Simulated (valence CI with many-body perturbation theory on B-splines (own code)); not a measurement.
E1 transitions of Pt72+

Computed by relativistic CI+MBPT: four valence electrons over a frozen Dirac-Fock core [He], a basis of 11 s, 11 p, 10 d, 8 f, 5 g, 2 h functions for each j, with the one-electron correlation potential Σ1 (screened to all orders), the two-electron term Σ2, the three-electron term Σ3, Breit, model QED; selected single and double excitations, second order for the rest, scaled by the run's own slope (own B-spline code, finite nucleus).

No measured spectrum was set against this ion. As an estimate, large intervals hold to a few tenths of a per cent, small ones and those within an open d or f shell to about a per cent. Among the levels kept, up to 1400 cm⁻¹ of a level comes from second order outside the variational space, and about a tenth of that is noise between levels of different J, which matters for small intervals.

Lines 1 to 50 of 600 in falling wavelength, among levels below 16769 eV, chosen from the strongest by gf and those to the six lowest levels. Wavelengths and rates use the calculated energies. Electric multipoles are in the length gauge, E1 and E2 with the static RPA response of the core. Weak lines are less certain than strong ones. Lines between different terms over intervals too small for the method are left out, as are lines whose strength nearly cancels. The highest levels of a list are the least certain.

Levels are named by their leading jj configuration (3d3/2^4 stands for four electrons in 3d with j = 3/2), which in mixed levels can hold well under half, so a name can repeat and another be missing. Letters in brackets count levels of one name in rising energy.

| λ vac (Å) | Upper | Lower | A (s⁻¹) | S (a.u.) with core polarisation | S without |
| --- | --- | --- | --- | --- | --- |
| 320.9 | (2s 2p1/2^2 4f7/2) J=3 | (2s 2p1/2^2 4d5/2) J=2 | 1.17e+09 | 1.34e-01 | 1.34e-01 |
| 285.4 | (2s 2p1/2^2 4f7/2) J=4 | (2s 2p1/2^2 4d5/2) J=3 | 1.75e+09 | 1.81e-01 | 1.81e-01 |
| 282.2 | (2s^2 2p1/2 4f7/2) J=4 | (2s^2 2p1/2 4d5/2) J=3 | 1.80e+09 | 1.80e-01 | 1.80e-01 |
| 274.1 | (2s^2 2p1/2 4f7/2) J=3 | (2s^2 2p1/2 4d5/2) J=2 | 1.88e+09 | 1.33e-01 | 1.33e-01 |
| 167.5 | (2s^2 2p1/2 4f5/2) J=2 | (2s^2 2p1/2 4d3/2) J=1 | 7.03e+09 | 8.15e-02 | 8.15e-02 |
| 161.5 | (2s 2p1/2^2 4f5/2) J=3 | (2s 2p1/2^2 4d3/2) J=2 | 8.92e+09 | 1.30e-01 | 1.30e-01 |
| 156.9 | (2s 2p1/2^2 4f5/2) J=2 | (2s 2p1/2^2 4d3/2) J=1 | 8.81e+09 | 8.40e-02 | 8.40e-02 |
| 151.9 | (2s^2 2p1/2 4f5/2) J=3 | (2s^2 2p1/2 4d3/2) J=2 | 1.08e+10 | 1.30e-01 | 1.30e-01 |
| 136.4 | (2s 2p1/2^2 4d5/2) J=3 | (2s 2p1/2^2 4p3/2) J=2 | 2.52e+10 | 2.21e-01 | 2.21e-01 |
| 133.1 | (2s^2 2p1/2 4d5/2) J=3 | (2s^2 2p1/2 4p3/2) J=2 | 2.68e+10 | 2.18e-01 | 2.18e-01 |
| 131.0 | (2s 2p1/2^2 4d5/2) J=2 | (2s 2p1/2^2 4p3/2) J=1 | 2.59e+10 | 1.44e-01 | 1.44e-01 |
| 128.8 | (2s^2 2p1/2 4d5/2) J=2 | (2s^2 2p1/2 4p3/2) J=1 | 2.47e+10 | 1.30e-01 | 1.30e-01 |
| 58.14 | (2s 2p3/2^2 3d5/2) J=3 [a] | (2s 2p3/2^2 3p3/2) J=2 [a] | 3.60e+10 | 2.45e-02 | 2.45e-02 |
| 57.31 | (2s 2p1/2 2p3/2 3d5/2) J=5 | (2s 2p1/2 2p3/2 3p3/2) J=4 | 8.27e+10 | 8.45e-02 | 8.45e-02 |
| 57.25 | (2s 2p3/2^2 3d5/2) J=3 [c] | (2s 2p3/2^2 3p3/2) J=2 [c] | 5.79e+10 | 3.75e-02 | 3.75e-02 |
| 57.19 | (2p1/2^2 2p3/2 3d5/2) J=3 | (2p1/2^2 2p3/2 3p3/2) J=2 | 7.07e+10 | 4.57e-02 | 4.57e-02 |
| 57.09 | (2s 2p1/2 2p3/2 3d5/2) J=2 [d] | (2s 2p1/2 2p3/2 3p3/2) J=1 [d] | 5.14e+10 | 2.36e-02 | 2.36e-02 |
| 57.01 | (2s 2p1/2^2 3d5/2) J=3 | (2s 2p1/2^2 3p3/2) J=2 | 8.41e+10 | 5.38e-02 | 5.38e-02 |
| 56.81 | (2p1/2^2 2p3/2 3d5/2) J=4 | (2p1/2^2 2p3/2 3p3/2) J=3 | 8.81e+10 | 7.17e-02 | 7.18e-02 |
| 56.59 | (2s 2p1/2 2p3/2 3d5/2) J=4 [a] | (2s 2p1/2 2p3/2 3p3/2) J=3 [a] | 7.88e+10 | 6.34e-02 | 6.34e-02 |
| 56.49 | (2s 2p1/2 2p3/2 3d5/2) J=2 [c] | (2s 2p1/2 2p3/2 3p3/2) J=1 [c] | 6.16e+10 | 2.74e-02 | 2.74e-02 |
| 56.41 | (2s 2p3/2^2 3d5/2) J=5 | (2s 2p3/2^2 3p3/2) J=4 | 8.06e+10 | 7.85e-02 | 7.85e-02 |
| 56.40 | (2s 2p1/2 2p3/2 3d5/2) J=4 [b] | (2s 2p1/2 2p3/2 3p3/2) J=3 [b] | 6.79e+10 | 5.41e-02 | 5.41e-02 |
| 56.39 | (2s^2 2p3/2 3d5/2) J=3 | (2s^2 2p3/2 3p3/2) J=2 | 5.53e+10 | 3.43e-02 | 3.43e-02 |
| 56.23 | (2s 2p3/2^2 3d5/2) J=4 [a] | (2s 2p3/2^2 3p3/2) J=3 [a] | 6.19e+10 | 4.89e-02 | 4.89e-02 |
| 56.20 | (2s^2 2p3/2 3d5/2) J=4 | (2s^2 2p3/2 3p3/2) J=3 | 6.03e+10 | 4.76e-02 | 4.76e-02 |
| 56.12 | (2s 2p1/2 2p3/2 3d5/2) J=3 [a] | (2s 2p1/2 2p3/2 3p3/2) J=2 [a] | 6.10e+10 | 3.72e-02 | 3.72e-02 |
| 56.10 | (2s 2p1/2 2p3/2 3d5/2) J=3 [c] | (2s 2p1/2 2p3/2 3p3/2) J=2 [c] | 6.89e+10 | 4.20e-02 | 4.20e-02 |
| 56.05 | (2s^2 2p1/2 3d5/2) J=2 | (2s^2 2p1/2 3p3/2) J=1 | 6.40e+10 | 2.78e-02 | 2.78e-02 |
| 55.94 | (2s 2p1/2 2p3/2 3d5/2) J=3 [d] | (2s 2p1/2 2p3/2 3p3/2) J=2 [d] | 7.02e+10 | 4.24e-02 | 4.24e-02 |
| 55.70 | (2s 2p3/2^2 3d5/2) J=4 [b] | (2s 2p3/2^2 3p3/2) J=3 [b] | 6.56e+10 | 5.03e-02 | 5.03e-02 |
| 55.33 | (2s 2p3/2^2 3d5/2) J=3 [b] | (2s 2p3/2^2 3p3/2) J=2 [b] | 7.00e+10 | 4.10e-02 | 4.10e-02 |
| 55.28 | (2s 2p1/2 2p3/2 3d5/2) J=4 [c] | (2s 2p1/2 2p3/2 3p3/2) J=3 [c] | 8.66e+10 | 6.50e-02 | 6.50e-02 |
| 54.65 | (2s^2 2p1/2 3d5/2) J=3 | (2s^2 2p1/2 3p3/2) J=2 | 8.77e+10 | 4.95e-02 | 4.95e-02 |
| 54.08 | (2s 2p1/2 2p3/2 3d5/2) J=3 [b] | (2s 2p1/2 2p3/2 3p3/2) J=2 [b] | 4.85e+10 | 2.65e-02 | 2.65e-02 |
| 53.75 | (2s 2p3/2^2 3d5/2) J=2 [b] | (2s 2p3/2^2 3p3/2) J=1 [b] | 6.98e+10 | 2.68e-02 | 2.68e-02 |
| 53.75 | (2s 2p1/2^2 3d5/2) J=2 | (2s 2p1/2^2 3p3/2) J=1 | 8.81e+10 | 3.38e-02 | 3.38e-02 |
| 53.61 | (2p1/2^2 2p3/2 3d5/2) J=2 | (2p1/2^2 2p3/2 3p3/2) J=1 | 6.37e+10 | 2.42e-02 | 2.42e-02 |
| 52.26 | (2s 2p1/2 2p3/2 3d5/2) J=2 [a] | (2s 2p1/2 2p3/2 3p3/2) J=1 [a] | 5.32e+10 | 1.87e-02 | 1.87e-02 |
| 49.60 | (2s^2 2p1/2 4d3/2) J=1 | (2s^2 2p1/2 4p1/2) J=0 | 2.58e+11 | 4.66e-02 | 4.66e-02 |
| 48.92 | (2s 2p1/2 2p3/2^2) J=2 [a] | (2s^2 2p3/2^2) J=2 | 2.88e+09 | 8.32e-04 | 8.34e-04 |
| 48.73 | (2s 2p1/2^2 4d3/2) J=1 | (2s 2p1/2^2 4p1/2) J=1 | 1.41e+11 | 2.41e-02 | 2.41e-02 |
| 48.33 | (2s 2p1/2^2 4d3/2) J=2 | (2s 2p1/2^2 4p1/2) J=1 | 4.63e+11 | 1.29e-01 | 1.29e-01 |
| 48.33 | (2s 2p1/2^2 4d3/2) J=1 | (2s 2p1/2^2 4p1/2) J=0 | 3.05e+11 | 5.09e-02 | 5.09e-02 |
| 48.13 | (2s^2 2p1/2 4d3/2) J=2 | (2s^2 2p1/2 4p1/2) J=1 | 4.58e+11 | 1.26e-01 | 1.26e-01 |
| 47.59 | (2s 2p1/2^2 4p3/2) J=1 | (2s 2p1/2^2 4s) J=0 | 3.82e+11 | 6.09e-02 | 6.09e-02 |
| 47.49 | (2s 2p3/2^2 3d5/2) J=3 [a] | (2s 2p3/2^2 3p3/2) J=3 [a] | 4.71e+10 | 1.74e-02 | 1.74e-02 |
| 47.42 | (2s 2p1/2 2p3/2 3p3/2) J=4 | (2s^2 2p3/2 3p3/2) J=3 | 4.92e+10 | 2.33e-02 | 2.33e-02 |
| 46.85 | (2s^2 2p1/2 4p3/2) J=1 | (2s^2 2p1/2 4s) J=1 | 1.53e+11 | 2.34e-02 | 2.33e-02 |
| 46.55 | (2s^2 2p1/2 4p3/2) J=1 | (2s^2 2p1/2 4s) J=0 | 3.45e+11 | 5.16e-02 | 5.16e-02 |
